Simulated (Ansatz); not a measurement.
Correlation energies of C₂H₇FSi (`FCC[SiH3]`) by basis set

Cartesian coordinates in Å:
```
F -1.7192 0.4160 0.9720
C -1.3395 0.2959 -0.3572
C 0.1498 0.5005 -0.4953
Si 1.1847 -0.6168 0.6167
H -1.6356 -0.7035 -0.6916
H -1.9099 1.0393 -0.9226
H 0.4334 0.3011 -1.5348
H 0.4084 1.5450 -0.2943
H 1.0771 -0.2308 2.0450
H 0.7396 -2.0282 0.4572
H 2.6111 -0.5184 0.2050
```

The species carries charge 0 and has multiplicity 1. All single points use the PBE0-D4/def2-TZVP geometry. It is one conformer, not always the lowest. Frozen core, restricted reference, the Gaussian-basis code of Ansatz. CBS rows extrapolate triple and quadruple zeta; past MP2 they add the triple-zeta difference.

```csv
basis,HF (Eh),MP2 corr.
def2-SVP,-467.94545,-0.57204
def2-TZVPP,-468.26134,-0.72750
def2-QZVPP,-468.27856,-0.78327
```

Question: Estimate the CCSD correlation energy and the (T) correction in each basis where they were run (hartree).

Answer: 
```
     basis  CCSD corr.       (T)
  def2-SVP    -0.62487  -0.01460
def2-TZVPP    -0.77328  -0.02589
 CBS(def2)    -0.87035     as TZ
```
